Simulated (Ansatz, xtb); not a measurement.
# Isomers of C5H4O2S in order of energy

5 gas-phase structures of C5H4O2S, from a drawn sample of its isomers (lower ones may exist). Each was relaxed with GFN2-xTB:

A. `O=C(O)c1ccsc1`, a singlet
B. `O=C1C=CC=C(S)O1`, a singlet
C. `O=C1C=CC=C(O)S1`, a singlet
D. `O=C1C=C(S)C=CO1`, a singlet
E. `O=Cc1ccc(O)s1`, a singlet

Problem. Make a reasoned guess at their ranking by r2SCAN-D4/def2-SVP//GFN2-xTB single-point energy.

Solution. Calculated order at r2SCAN-D4/def2-SVP//GFN2-xTB: A (0.0), B (16.2), C (16.9), D (16.9), E (22.9) kcal/mol. Less than 1 kcal/mol parts B and C; C and D, so the order within those pairs means little.

Energies above the lowest of each column, in kcal/mol; the last columns are at r2SCAN-D4/def2-SVP geometries and were run for some of them only (a dash: not run or not comparable):

```tsv
structure	GFN2-xTB	HF/STO-3G	r2SCAN-D4/def2-SVP//GFN2-xTB	r2SCAN-D4/def2-SVP	CCSD(T)/def2-SVP + ΔMP2/def2-TZVPP
A	0.0	0.0	0.0	0.0	0.0
B	4.4	9.2	16.2	16.0	23.6
C	11.2	21.6	16.9	16.9	24.3
D	5.9	11.3	16.9	17.0	–
E	17.7	17.0	22.9	–	–
```

Every level run on A puts it lowest or level with the lowest. Flexible structures stand in one conformer each, not always the lowest. Frequencies (GFN2-xTB) were run for A, B, C alone. The ΔMP2 step shifts differences by up to 3.8 kcal/mol, which makes them less sure. ΔMP2 is the change of the MP2 energy from the smaller to the larger basis.

Over these structures GFN2-xTB departs from r2SCAN-D4/def2-SVP//GFN2-xTB by 3.7 kcal/mol on average once a common shift is removed. A GFN2-xTB relaxation took about 0.049 s and the r2SCAN-D4/def2-SVP//GFN2-xTB energy about 0.62 s on a shared host (Ansatz 0.2.0, xtb 6.7.1).
